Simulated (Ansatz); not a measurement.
Cartesian coordinates (Å):
```xyz
10

B      0.0620    -0.0262     0.0971
Cl    -1.3915    -0.6030     1.0530
Cl     1.4853    -1.1529     0.1514
Cl     0.4395     1.7457     0.3411
C     -0.9849    -1.2092    -2.0686
O     -0.4026    -0.0283    -1.4645
H     -1.9360    -1.4504    -1.5772
H     -0.2568    -2.0108    -1.9049
H     -1.1090    -1.0133    -3.1405
H     -0.9209     0.7812    -1.6182
```
Charge 0, spin multiplicity 1.

The numbers are results of frozen-core CCSD(T)/cc-pVTZ // B3LYP-D3(BJ)/def2-SVP (Ansatz, a program for electronic structure), not measurements.

```yaml
HF energy: -1518.47438 Ha
MP2 correlation energy: -1.10199 Ha
```

Problem. Estimate the CCSD correlation energy, the (T) correction, the total energy and the T1 diagnostic.

Solution. 
- CCSD correlation energy = -1.15922 Ha
- (T) correction = -0.04826 Ha
- CCSD(T) total energy = -1519.68186 Ha
- T1 diagnostic = 0.009
